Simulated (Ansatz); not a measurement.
`[CH3][Al]([CH3])[Br]`, charge 0, multiplicity 1.

Give a relaxed structure at PBE0-D4/def2-TZVP (Ansatz). (Estimate.)

The calculation gave: 
Z-matrix (Å, degrees):
```
C
Al 1 1.943
H 1 1.095 2 110.7
H 1 1.095 2 110.6 3 -117.8
H 1 1.091 2 112.6 3 121.1
C 2 1.943 1 124.6 3 58.3
Br 2 2.275 1 117.7 3 -121.6
H 6 1.095 2 110.6 1 -61.1
H 6 1.095 2 110.7 1 56.7
H 6 1.091 2 112.5 1 178.0
```
Point group C2v.
This is one stationary point; other conformers may exist.
